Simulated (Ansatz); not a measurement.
C₈H₂₁GeN₃⁻, that is Ge(vinyl)(NMe2)3 with one electron more. The state is a doublet with charge -1. Geometry PBE-D4/def2-SVP, that of the neutral singlet; atoms count from 1.

| atom | x (Å) | y (Å) | z (Å) |
| --- | --- | --- | --- |
| Ge1 | -0.109 | -0.373 | 0.130 |
| C2 | -0.501 | -1.831 | 1.369 |
| C3 | -0.594 | -1.605 | 2.693 |
| H4 | -0.640 | -2.858 | 0.985 |
| H5 | -0.458 | -0.593 | 3.114 |
| H6 | -0.811 | -2.411 | 3.416 |
| N7 | -1.348 | -0.341 | -1.239 |
| C8 | -1.764 | -1.557 | -1.897 |
| C9 | -1.672 | 0.876 | -1.949 |
| H10 | -2.868 | -1.570 | -2.071 |
| H11 | -1.521 | -2.447 | -1.281 |
| H12 | -1.279 | -1.704 | -2.896 |
| H13 | -1.284 | 1.753 | -1.393 |
| H14 | -1.238 | 0.907 | -2.982 |
| H15 | -2.776 | 1.003 | -2.063 |
| N16 | 1.607 | -0.607 | -0.522 |
| C17 | 2.682 | -1.105 | 0.304 |
| C18 | 2.014 | 0.017 | -1.760 |
| H19 | 3.303 | -1.853 | -0.246 |
| H20 | 2.278 | -1.609 | 1.206 |
| H21 | 3.383 | -0.303 | 0.655 |
| H22 | 1.125 | 0.295 | -2.361 |
| H23 | 2.628 | 0.943 | -1.614 |
| H24 | 2.628 | -0.681 | -2.380 |
| N25 | -0.253 | 1.279 | 0.952 |
| C26 | -1.509 | 1.739 | 1.499 |
| C27 | 0.900 | 2.083 | 1.279 |
| H28 | -1.512 | 1.775 | 2.618 |
| H29 | -2.337 | 1.070 | 1.184 |
| H30 | -1.764 | 2.769 | 1.145 |
| H31 | 1.808 | 1.659 | 0.806 |
| H32 | 0.791 | 3.135 | 0.913 |
| H33 | 1.092 | 2.146 | 2.382 |

The highest occupied level of the charge -1 doublet lies above zero (up to 3.40 eV). By energy differences it is unbound by 1.56 eV (vertical, against the charge 0 singlet, at PBE0-D4/def2-SVP) and held by the finite basis.

(1) Estimate the Mulliken populations of the heavy atoms from the PBE0/def2-SVP orbitals of Ansatz.

(2) Where does the spin sit?

(3) And the Mayer bond orders between heavy atoms (over 0.3)?

Answers

(1) 
| atom | charge (e) | spin (α − β) |
| --- | --- | --- |
| Ge1 | 0.81 | 0.11 |
| C2 | -0.35 | 0.30 |
| C3 | -0.24 | 0.64 |
| N7 | -0.57 | 0.00 |
| C8 | 0.10 | 0.00 |
| C9 | 0.08 | 0.00 |
| N16 | -0.56 | 0.00 |
| C17 | 0.09 | 0.01 |
| C18 | 0.09 | 0.01 |
| N25 | -0.60 | 0.00 |
| C26 | 0.10 | 0.00 |
| C27 | 0.09 | 0.00 |
Mulliken values depend strongly on the basis.

(2) Summed by element: Ge 0.11, C 0.96, H -0.07, N 0.00, of 1 unpaired in all. Largest on single atoms: C3 0.64, C2 0.30, Ge1 0.11.

(3) Ge1–C2 1.22 (1.95 Å); Ge1–N7 0.85 (1.85 Å); Ge1–N16 0.88 (1.85 Å); Ge1–N25 0.87 (1.85 Å); C2–C3 1.45 (1.35 Å); N7–C8 1.03 (1.44 Å); N7–C9 1.04 (1.45 Å); N16–C17 1.03 (1.44 Å); N16–C18 1.03 (1.44 Å); N25–C26 1.02 (1.45 Å); N25–C27 1.04 (1.44 Å).
